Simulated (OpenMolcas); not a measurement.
# Pt2+: ligand-field states by method

Pt2+ with its 6 nearest fluoride ions at 2.134 Å, on the Y site of Cs2NaYF6 (a = 9.075 Å, distance in the model lattice 2.178 Å). The rest of the host is ab initio model potentials to 7.6 Å, with orthogonalisation functions on the cations behind the ligands, and point charges beyond; the distance is set by hand and nothing relaxes, and no local charge compensation is placed. Ligand basis ANO-RCC-VDZP.

| Property | Result |
| --- | --- |
| Program | OpenMolcas 26.06 |
| Basis | ANO-RCC-VTZP [8s7p5d3f1g] |
| Scalar Hamiltonian | DKH2, point nucleus |
| Active space | 8 electrons in 5 orbitals (5d) |
| State averaging | 2S+1 = 3 even, 10 roots; 2S+1 = 1 even, 15 roots |
| Spin-orbit coupling | RASSI with atomic mean-field integrals over the reference wave functions |

I. CASSCF
II. SS-CASPT2, IPEA 0.25 Eh, imaginary shift 0.1 Eh (closed shells correlated: 5s 5p and the ligand valence shells)
III. SS-CASPT2, IPEA 0.25 Eh, sigma2 regulariser 0.3 Eh (closed shells correlated: 5s 5p and the ligand valence shells)

Spin-free states (labels of O, the rotations of Oh) in cm-1, each column counted from its own energy of the first state listed:

```csv
State,Degeneracy,I,II,III
3A2,1,0,0,0
1E,2,12538,8220,8230
3T2,3,16774,18800,18800
1A1,1,22176,16440,16440
3T1,3,24348,24580,24580
1T2,3,29089,27460,27470
1T1,3,32548,30290,30290
3T1,3,37930,39260,39260
1E,2,47449,47990,47990
1T2,3,47719,48100,48100
1A1,1,67242,63000,63010
```

From I to II, I's first state of the same spin (3T2) moves from 16774 to 18800 cm-1, by about +2000 cm-1.

From I to II, I's first state of another spin (1E) moves from 12538 to 8220 cm-1, by about -4300 cm-1.

I: A least-squares ligand-field fit to the states below 45000 cm-1, each weighted by its degeneracy and with a free common offset, gives 10Dq = 16769 cm-1, B = 791 cm-1 and C = 3173 cm-1 (C/B = 4.01), with an rms deviation of 49 cm-1. The same method and metal basis give the free ion B = 865 cm-1 (fit to its terms below 60000 cm-1, rms deviation 8 cm-1), so the nephelauxetic ratio is β = 791 / 865 = 0.91; it hangs on how both fits weigh the states, and computed free-ion B values tend to be too large, so β mixes covalency with correlation.

II: A least-squares ligand-field fit to the states below 45000 cm-1, each weighted by its degeneracy and with a free common offset, gives 10Dq = 18659 cm-1, B = 564 cm-1 and C = 2302 cm-1 (C/B = 4.08), with an rms deviation of 332 cm-1. The same method and metal basis give the free ion B = 677 cm-1 (fit to its terms below 60000 cm-1, rms deviation 447 cm-1), so the nephelauxetic ratio is β = 564 / 677 = 0.83; it hangs on how both fits weigh the states, and computed free-ion B values tend to be too large, so β mixes covalency with correlation.

III: A least-squares ligand-field fit to the states below 45000 cm-1, each weighted by its degeneracy and with a free common offset, gives 10Dq = 18659 cm-1, B = 563 cm-1 and C = 2304 cm-1 (C/B = 4.09), with an rms deviation of 331 cm-1. The same method and metal basis give the free ion B = 677 cm-1 (fit to its terms below 60000 cm-1, rms deviation 446 cm-1), so the nephelauxetic ratio is β = 563 / 677 = 0.83; it hangs on how both fits weigh the states, and computed free-ion B values tend to be too large, so β mixes covalency with correlation.

From I to II, 10Dq changes by +11 %, B by -29 % and C by -27 %.

χT at 300 K: I 1.74, II 1.67, III 1.67 cm3 K/mol.

The states above are spin-free; spin-orbit coupling is strong here and shifts and splits them by thousands of cm-1.

Roots that are degenerate in the reference are averaged as groups; the widest CASPT2 spread within a group is 76 cm-1 (the 3-fold group of multiplicity 3 near 18800 cm-1 above the lowest state of its run, III). Shifts and gaps below about the spread of the groups concerned are not significant. Over all roots computed the reference weight is 0.70 to 0.71 in II, 0.70 to 0.71 in III; a low but even weight reflects the number of correlated electrons. Real 4d8 and 5d8 ions are as a rule square planar and diamagnetic. Ligand-to-metal charge-transfer states are missing. With no ligand orbital active B as a rule stays too high, so bands that hang on it stand too high and its fall with covalency is understated. Without dynamic correlation the repulsion within the d shell is too large (B by tens of per cent), so at a given field states of lower spin stand too high (holds for I). With metal d orbitals alone the field can be off either way by tens of per cent (holds for I). With one d shell and no ligand orbital active, 10Dq can be off by a tenth or more (holds for II; III). No measured value stands beside these numbers; the geometry was set by hand and not optimised.
